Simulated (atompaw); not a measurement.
**Building the PAW (atompaw) potential for bromine (PBE, scalar-relativistic).**

bromine, PAW, made with atompaw 4.2.0.5 (PBE, scalar-relativistic). Core [Ar] 3d10, reference 4s2 4p4.5 (charge +0.5). Waves: 4s (bound): rc 1.45 bohr; 4s channel at 0.2 Ry: rc 1.45 bohr; 4p (bound): rc 1.25 bohr; 4p channel at 0.2 Ry: rc 1.45 bohr; 4d channel at 0.1 Ry: rc 1.45 bohr; 4d channel at 1.9 Ry: rc 1.45 bohr. Local part: ultrasoft scheme with l = 3 at 1 Ry, radius 1.45 bohr. Core correction: smooth core density matched at 0.90 bohr. Augmentation charge: besselshape compensation charge, radius 1.30 bohr; PAW radius 1.45 bohr; waves and projectors: custom polynom2 7 10 vanderbiltortho.

All-electron outer shells of the reference configuration (PBE, scalar-relativistic, ld1.x):

| shell | level (eV) | outermost node (bohr) | outermost maximum (bohr) |
| --- | --- | --- | --- |
| 4s | -25.09 | 0.67 | 1.41 |
| 4p | -12.50 | 0.70 | 1.64 |

Q: Estimate the cutoffs (Ry, on a coarse ladder) from which the occupation-weighted sum of valence levels, in a spherical-Bessel basis at the reference potential, stays within 10 and 1 mRy of its value at 400 Ry.

A: 21 Ry and 200 Ry.

Q: Does the potential have ghost states?

A: Ghost state, extra bound levels that the all-electron valence spectrum of the same l lacks: s at -117.9 eV. A true bound ghost makes a file unfit for plane-wave use. The logarithmic derivative shows an extra or strongly shifted pseudo pole above the reference energy (d near 0.54 Ry).

Q: Is the overlap operator S = 1 + Σ q|β⟩⟨β| positive definite (Bessel basis up to 400 Ry)?

A: Yes: its lowest eigenvalue is 0.04 (p channel).
